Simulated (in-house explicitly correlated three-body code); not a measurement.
Computed with an exponentially correlated three-body code. Model: two electrons around a point charge, non-relativistic, variational in 260 exponentially correlated functions (energies converged to about 1e-7 hartree, or 1e-8 relative for large Z), ground state as one setting changes.

```
nuclear charge  ground energy (hartree)  binding of second electron (eV)  mean radius (bohr)  mean distance of electrons (bohr)  mean cosine of angle
         1.125             -0.714777802                           2.2304                2.12                             3.3859              -0.10199
          1.13             -0.722923806                           2.2986              2.1031                             3.3571              -0.10176
         1.135                        ?                                ?                   ?                                  ?                     ?
          1.14             -0.739367824                           2.4373              2.0703                             3.3013              -0.10129
         1.145             -0.747665775                           2.5076              2.0544                             3.2742              -0.10105
          1.15             -0.756014315                           2.5787              2.0388                             3.2477              -0.10081
         1.155             -0.764413418                           2.6504              2.0235                             3.2216              -0.10057
          1.16             -0.772863057                           2.7229              2.0084                              3.196              -0.10032
         1.165             -0.781363208                            2.796              1.9936                             3.1709              -0.10007
          1.17             -0.789913847                           2.8698              1.9791                             3.1463             -0.099818
         1.175             -0.798514952                           2.9443              1.9648                             3.1221             -0.099564
          1.18             -0.807166502                           3.0196              1.9507                             3.0983             -0.099309
         1.185             -0.815868478                           3.0955              1.9369                              3.075             -0.099053
          1.19             -0.824620859                           3.1721              1.9233                              3.052             -0.098795
         1.195             -0.833423629                           3.2493              1.9099                             3.0295             -0.098535
           1.2             -0.842276769                           3.3273              1.8968                             3.0073             -0.098275
         1.205             -0.851180263                            3.406              1.8838                             2.9855             -0.098014
          1.21             -0.860134095                           3.4853              1.8711                              2.964             -0.097751
         1.215             -0.869138251                           3.5654              1.8585                             2.9429             -0.097488
          1.22                        ?                                ?                   ?                                  ?                     ?
         1.225             -0.887297477                           3.7276               1.834                             2.9016              -0.09696
          1.23             -0.896452519                           3.8097               1.822                             2.8815             -0.096695
         1.235             -0.905657832                           3.8925              1.8102                             2.8616              -0.09643
          1.24             -0.914913402                           3.9759              1.7985                             2.8421             -0.096165
         1.245             -0.924219219                           4.0601               1.787                             2.8229             -0.095899
```

(1) What follows for nuclear charge = 1.22?

(2) What follows for nuclear charge = 1.135?

Results:

(1) ground energy -0.878192716 hartree; binding of second electron 3.6461 eV; mean radius 1.8462 bohr; mean distance of electrons 2.9221 bohr; mean cosine of angle -0.097225.

(2) ground energy -0.731120491 hartree; binding of second electron 2.3676 eV; mean radius 2.0866 bohr; mean distance of electrons 3.3289 bohr; mean cosine of angle -0.10153.
